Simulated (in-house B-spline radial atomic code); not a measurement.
Orbital energies and mean radii along the 2-electron series, configuration 1s2. The effective charge is n√(-2ε), a non-relativistic measure. Computed with a radial B-spline atomic code at the basis-set limit: Dirac-Hartree-Fock, average of the configuration, finite nuclei.

```tsv
ion	Z	energy of 1s1/2 (Eh)	mean radius of 1s1/2 (bohr)	effective charge of 1s1/2
Sb49+	51	-1315.4	0.028227	51.291
Te50+	52	?	?	?
I51+	53	-1426.31	0.027042	53.41
Xe52+	54	-1483.66	0.02648	54.473
Cs53+	55	?	?	?
Ba54+	56	-1602.21	0.025414	56.608
```

Q: Fill in the row of Te50+.

A: energy of 1s1/2 (Eh): -1370.23; mean radius of 1s1/2 (bohr): 0.027623; effective charge of 1s1/2: 52.349.

Q: Fill in the row of Cs53+.

A: energy of 1s1/2 (Eh): -1542.29; mean radius of 1s1/2 (bohr): 0.025938; effective charge of 1s1/2: 55.539.

Q: How does the screening of 1s1/2 change?

A: Z less the effective charge goes from -0.29 at Z = 51 to -0.61 at Z = 56.
